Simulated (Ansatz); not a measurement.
C2H5FO2Si, SMILES `CO[Si]1(F)CO1`: the same geometry under several functionals.

```yaml
crystal:
  periodic: [false, false, false]
  atoms:
    - {symbol: C, position_ang: [0.105893, -2.104903, 0.014635]}
    - {symbol: O, position_ang: [0.549269, -0.776074, 0.212701]}
    - {symbol: Si, position_ang: [-0.285261, 0.593215, 0.185345]}
    - {symbol: F, position_ang: [-1.829303, 0.236650, 0.144419]}
    - {symbol: C, position_ang: [0.318345, 2.183170, -0.343451]}
    - {symbol: O, position_ang: [0.180818, 1.818287, 1.136919]}
    - {symbol: H, position_ang: [-0.984255, -2.171761, 0.000772]}
    - {symbol: H, position_ang: [0.500573, -2.479430, -0.932058]}
    - {symbol: H, position_ang: [0.490453, -2.722250, 0.827751]}
    - {symbol: H, position_ang: [1.357034, 2.359399, -0.612434]}
    - {symbol: H, position_ang: [-0.338168, 3.006794, -0.614199]}
basis:
  gaussian: {orbitals: def2-TZVPP}
hamiltonian: {xc: {name: wB97M-V}}
output: {forces: true, orbitals: {seedname: orbitals}}
```

```sh
$ ansatz run in.yaml --threads 4 --pin off --events-out ev --progress --plain --max-ram 10444MiB
```

Output, abridged:

```
Functional definition: wB97M-V
  name "wB97M-V"
  cite "Mardirossian & Head-Gordon, J. Chem. Phys. 144, 214110 (2016) doi:10.1063/1.4952647"
  cite "Becke, J. Chem. Phys. 107, 8554 (1997) doi:10.1063/1.475007"
  cite "Vydrov & Van Voorhis, J. Chem. Phys. 133, 244103 (2010) doi:10.1063/1.3521275"
  # Of w^i u^j: cxij and so on, Table III.
  parameter omega = 0.3/bohr
  parameter cx = 0.15
  parameter cx01 = 1.007
  parameter cx10 = 0.259
  parameter css00 = 0.443
  parameter css04 = -1.437
  parameter css10 = -4.535
  parameter css20 = -3.390
  parameter css43 = 4.278
  parameter cos00 = 1.000
  parameter cos10 = 1.358
  parameter cos20 = 2.924
  parameter cos21 = -8.812
  parameter cos60 = -1.390
  parameter cos61 = 9.142
  parameter b = 6.0
  parameter c = 0.01
  gx(w, u) = 1 - cx + cx01*u + cx10*w
  gss(w, u) = css00 + css04*u^4 + css10*w + css20*w^2 + css43*w^4*u^3
  gos(w, u) = cos00 + cos10*w + (cos20 + cos21*u)*w^2 + (cos60 + cos61*u)*w^6
  exchange = spin_sum(e_x_unif_sr(omega)*gx(b97_w, b97_u_x)) + cx*exact_x_sr(omega) + exact_x_lr(omega)
  correlation = spin_sum(e_c_pw_mod_same_spin*gss(b97_w, b97_u_same))
      + integral(e_c_pw_mod_opposite_spin*gos(b97_w_opposite, b97_u_opposite)) + vv10(b, c)
1404 factors; their error is unknown
316 factors; integrals over basis functions are off by at most 8.6e-6 eV
mean field evaluation 1: about -16840.6178 eV, gradient 6.3e1 eV
mean field evaluation 2: about -16840.4792 eV, gradient 6.7e1 eV
mean field evaluation 4: about -16847.2935 eV, gradient 2.8e0 eV
mean field evaluation 8: about -16847.3197 eV, gradient 5.2e-2 eV
mean field evaluation 16: about -16847.3197 eV, gradient 5.0e-4 eV
mean field -16847.31969793 eV, -619.1275793755 hartree, gradient 5.5e-5 eV, S^2 0.000000; 0 other end points of the search recorded, 0 dependent functions left out
the calculation of the forces begins
reference -16847.31974778 eV, -619.1275812075 hartree; 28, 28 occupied and 239, 239 virtual orbitals, 1404 factors
Total energy: -16847.31974778 eV, -619.1275812075 hartree
Atom 0 at     0.105893    -2.104903     0.014635 Å, force    -0.087038    -0.325778    -0.046248 eV/Å
Atom 1 at     0.549269    -0.776074     0.212701 Å, force     0.100734     0.167063     0.015392 eV/Å
Atom 2 at    -0.285261     0.593215     0.185345 Å, force     0.102259     0.065640     0.056408 eV/Å
Atom 3 at    -1.829303     0.236650     0.144419 Å, force    -0.139568    -0.046450    -0.020989 eV/Å
Atom 4 at     0.318345     2.183170    -0.343451 Å, force     0.048851     0.134479    -0.229719 eV/Å
Atom 5 at     0.180818     1.818287     1.136919 Å, force    -0.006839    -0.007231     0.145354 eV/Å
Atom 6 at    -0.984255    -2.171761     0.000772 Å, force     0.091555     0.010456     0.002524 eV/Å
Atom 7 at     0.500573    -2.479430    -0.932058 Å, force    -0.039712     0.030320     0.088811 eV/Å
Atom 8 at     0.490453    -2.722250     0.827751 Å, force    -0.040074     0.051919    -0.078790 eV/Å
Atom 9 at     1.357034     2.359399    -0.612434 Å, force    -0.103980    -0.006105     0.033655 eV/Å
Atom 10 at    -0.338168     3.006794    -0.614199 Å, force     0.073814    -0.074313     0.033602 eV/Å
Dipole moment:     0.020070    -0.411463    -0.379599 e Å
```

Run time 14 s (4 threads of an Arm Neoverse V1 on a shared host); peak host memory 0.97 GiB.

With the line `hamiltonian: {xc: {name: B3LYP}, dispersion: d4}` (abridged; 6 s):

```
Functional definition: B3LYP
mean field evaluation 16: about -16851.2137 eV, gradient 7.8e-3 eV
mean field -16851.21366136 eV, -619.2706798920 hartree, gradient 6.0e-5 eV, S^2 0.000000
Total energy: -16851.57432649 eV, -619.2839340911 hartree
Atom 0 force    -0.076151    -0.398053    -0.046571 eV/Å
Atom 1 force     0.116871     0.184958     0.031229 eV/Å
Atom 2 force     0.094301     0.044297     0.006549 eV/Å
Atom 3 force    -0.218917    -0.044814    -0.010995 eV/Å
Atom 4 force     0.085430     0.227504    -0.402733 eV/Å
Atom 5 force    -0.004329    -0.004839     0.403490 eV/Å
Atom 6 force     0.065311    -0.005571    -0.000045 eV/Å
Atom 7 force    -0.024479     0.008755     0.049446 eV/Å
Atom 8 force    -0.024653     0.021858    -0.047574 eV/Å
Atom 9 force    -0.076518     0.008952     0.008863 eV/Å
Atom 10 force     0.063135    -0.043047     0.008341 eV/Å
Dipole moment:     0.025668    -0.404431    -0.377362 e Å
```

B3LYP takes the VWN-RPA correlation (the form of Gaussian; ORCA's B3LYP/G).
